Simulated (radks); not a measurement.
Results of a calculation; reference values are marked as such.
Task: Pt+, configuration [Xe] 4f14 5d8 7p1 (not the ground configuration). Code: a radial shooting solver on a logarithmic mesh with Libxc functionals. Model: scalar-relativistic Kohn-Sham, PBEsol, spin-polarised, spherical densities, point nucleus; open shells are filled with parallel spins first (spin-orbit coupling, left out, can overturn this in heavy ions). Some entries of the table are withheld. Estimate them.

| orbital | occ. | eigenvalue (hartree) | <1/r> (bohr^-1) | <r> (bohr) |
|---|---|---|---|---|
| 1s up | 1 | -2882.182 | 93.99 | 0.01715 |
| 1s down | 1 | -2882.182 | 93.99 | 0.01715 |
| 2s up | 1 | -506.8408 | 22.02 | 0.07236 |
| 2s down | 1 | -506.8358 | 22.02 | 0.07236 |
| 2p up | 3 | -439.3310 | 19.66 | 0.06524 |
| 2p down | 3 | -439.3269 | 19.66 | 0.06524 |
| 3s up | 1 | -119.5185 | 8.162 | 0.1871 |
| 3s down | 1 | -119.5164 | 8.162 | 0.1871 |
| 3p up | 3 | -99.86379 | 7.463 | 0.1882 |
| 3p down | 3 | -99.86146 | 7.463 | 0.1882 |
| 3d up | 5 | -78.55752 | 7.030 | 0.1705 |
| 3d down | 5 | -78.55380 | 7.030 | 0.1705 |
| 4s up | 1 | -26.15693 | 3.493 | 0.4151 |
| 4s down | 1 | -26.15195 | 3.493 | 0.4151 |
| 4p up | 3 | -19.71173 | 3.157 | 0.4420 |
| 4p down | 3 | -19.70697 | 3.157 | 0.4420 |
| 4d up | 5 | -11.89018 | 2.826 | 0.4684 |
| 4d down | 5 | -11.88460 | 2.826 | 0.4683 |
| 5s up | 1 | -4.37580 | 1.418 | 0.9521 |
| 5s down | 1 | -4.34078 | 1.423 | 0.9500 |
| 4f up | 7 | (1) | 2.389 | 0.5165 |
| 4f down | 7 | (2) | 2.391 | 0.5156 |
| 5p up | 3 | -2.69087 | 1.202 | 1.101 |
| 5p down | 3 | -2.64752 | 1.206 | 1.098 |
| 5d up | 5 | -0.82229 | 0.8383 | 1.555 |
| 5d down | 3 | -0.77243 | 0.8366 | 1.564 |
| 7p up | 1 | -0.15712 | 0.1685 | 7.495 |

Result: 
(1) 4f up eigenvalue (hartree): -3.19856
(2) 4f down eigenvalue (hartree): -3.19027
